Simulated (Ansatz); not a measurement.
CH8SSiSn (`[SiH3][CH2][SnH2][SH]`). Total charge 0; spin multiplicity 1. Sn: def2 effective core potential. The structure was optimised at the PBE0-D4/def2-TZVP level. It is one conformer, not always the lowest.

```xyz
12

Si    1.426   -0.965    0.329
C     0.756    0.487   -0.640
Sn   -1.196    1.129   -0.024
S    -2.355   -0.696    1.041
H     0.650   -2.194    0.027
H     2.850   -1.211   -0.033
H     1.355   -0.692    1.789
H     1.421    1.349   -0.529
H     0.709    0.242   -1.704
H    -1.094    2.325    1.187
H    -2.113    1.664   -1.364
H    -2.410   -1.438   -0.078
```

Q: What is the dipole moment at ωB97M-V/def2-TZVPP? (Best estimate.)

A: Computed: 2.20 D, with components (0.84, 1.11, -1.71) D in this frame, pointing from negative to positive charge.

Q: And with PBE, r2SCAN, B3LYP? (Best estimate.)

A: Ansatz gave: PBE 2.12 D, r2SCAN 2.23 D, B3LYP 2.17 D.

Q: Give the Mulliken charges with ωB97M-V, PBE, r2SCAN in def2-TZVPP. (Best estimate.)

A: Computed: 
| atom | ωB97M-V | PBE | r2SCAN |
| --- | --- | --- | --- |
| Si1 | 0.17 | 0.19 | 0.28 |
| C2 | -0.59 | -0.48 | -0.48 |
| Sn3 | 0.59 | 0.66 | 0.70 |
| S4 | -0.36 | -0.38 | -0.40 |
| H5 | -0.03 | -0.05 | -0.07 |
| H6 | -0.03 | -0.06 | -0.08 |
| H7 | -0.02 | -0.05 | -0.06 |
| H8 | 0.16 | 0.13 | 0.12 |
| H9 | 0.16 | 0.13 | 0.12 |
| H10 | -0.08 | -0.11 | -0.11 |
| H11 | -0.08 | -0.11 | -0.12 |
| H12 | 0.12 | 0.12 | 0.11 |

B3LYP here is the variant with VWN-RPA as its local correlation; programs differ in this.
